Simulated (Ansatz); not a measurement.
Mulliken charges of CH₅GaO₂ (`[CH3][Ga]([OH])[OH]`) from ωB97M-V/def2-TZVPP in Ansatz (PBE0-D4/def2-TZVP geometry).

| atom | x (Å) | y (Å) | z (Å) | charge (e) |
| --- | --- | --- | --- | --- |
| C1 | 0.139 | 0.741 | -1.386 | -0.480 |
| Ga2 | -0.022 | -0.180 | 0.315 | 0.634 |
| O3 | 0.238 | -1.948 | 0.443 | -0.416 |
| O4 | -0.436 | 0.707 | 1.815 | -0.419 |
| H5 | 0.260 | 0.024 | -2.198 | 0.130 |
| H6 | 1.005 | 1.405 | -1.368 | 0.121 |
| H7 | -0.747 | 1.350 | -1.569 | 0.124 |
| H8 | 0.141 | -2.314 | 1.324 | 0.153 |
| H9 | -0.491 | 0.170 | 2.607 | 0.153 |

Q: By hand: the dipole of these point charges (1 e Å = 4.8032 D).

A: Σ q r = (0.012, 0.057, -0.124) e Å, of length 0.137 e Å = 0.66 D.

Q: How does the dipole of the full density compare? (Best estimate.)

A: Computed: (-0.007, -0.053, 0.103) e Å, 0.56 D; the point charges give 1.18 times that, at 177° from its direction, so they point the opposite way.

Point charges leave out the atoms' own dipoles, such as those of lone pairs, and Mulliken's split depends on the basis, so the two needn't agree.
